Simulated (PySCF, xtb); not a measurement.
C3HBrClF, SMILES BrC(=C=CF)Cl.

Harmonic wavenumbers (cm⁻¹) from xtb with GFN2-xTB at its own minimum, in rising order: 76, 117, 200, 247, 350, 377, 451, 580, 698, 775, 1015, 1184, 1377, 2029, 3037.

Task: What does PBE-D3(BJ)/def2-SVP run with PySCF give at its own minimum? (Estimate from the structure and the level; the computed values follow.)

Result: 82, 115, 216, 256, 368, 427, 473, 628, 785, 820, 1043, 1217, 1394, 2013, 3092. Paired by order, the mean absolute difference is 30 cm⁻¹ and the zero-point energies are 17.9 and 18.5 kcal/mol.
